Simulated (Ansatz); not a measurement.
Calculated with Ansatz (gas phase, PBE0-D4/def2-TZVP geometries, no zero-point term in ΔE). CCSD(T)/CBS is the MP2 limit (def2-TZVPP, def2-QZVPP) plus CCSD(T) − MP2 in def2-TZVPP, frozen cores. This one scheme is used for every species, atoms too. DFT in def2-TZVPP. Open shells (•) are unrestricted, without spin–orbit coupling. Spin–orbit coupling would lower the free atoms: a little for B, C, Cl, O. One conformer a species, not always the lowest.

`COB(Cl)Cl` → B• + C• + 2 Cl• + 3 H• + O•  (atomization)

```csv
level,ΔE (kJ/mol)
PBE-D4,3208.2
r2SCAN-D4,3151.2
B2PLYP,3085.8
r2SCAN,3146.8
LC-ωPBE,3114.1
HF/def2-TZVPP,2314.3
CCSD/def2-TZVPP,2977.3
MP2/def2-QZVPP,3181.4
```

(1) What does CCSD(T)/CBS give? (Estimate.)

Largest T1 diagnostic among the species: 0.014.

## Answers

(1) Ansatz gave: +3111.7 kJ/mol. The listed levels differ from it by 96.5, 39.5, -25.9, 35.1, 2.4, -797.4, -134.4, 69.7 kJ/mol.

Leaving LDA and LC-ωPBE aside and taking each functional with its dispersion term where it has one, the values, not all of them listed here, spread over 196.9 kJ/mol, from BHLYP-D4 to PBE-D4. LDA lies +424.6 kJ/mol from PBE without D4, its usual overbinding. In def2-TZVPP, CCSD(T) changes the Hartree–Fock value by +718.2 kJ/mol (the triples alone add +55.3 kJ/mol) and MP2 by +820.8 kJ/mol; breaking electron pairs costs correlation energy, which Hartree–Fock lacks. The D4 term adds +29.5 kJ/mol with B3LYP and +15.3 kJ/mol with PBE0; it sums over pairs of atoms, weighted by their polarisabilities, and B3LYP, whose exchange is more repulsive, gets the larger term.

B3LYP here is the variant with VWN-RPA as its local correlation; programs differ in this.

For atomizations the MP2-based limit and the directly extrapolated one differ by several kJ/mol either way, and by 10 to 25 for some Ge, Se and Sn compounds, so smaller differences from it don't rank the levels.
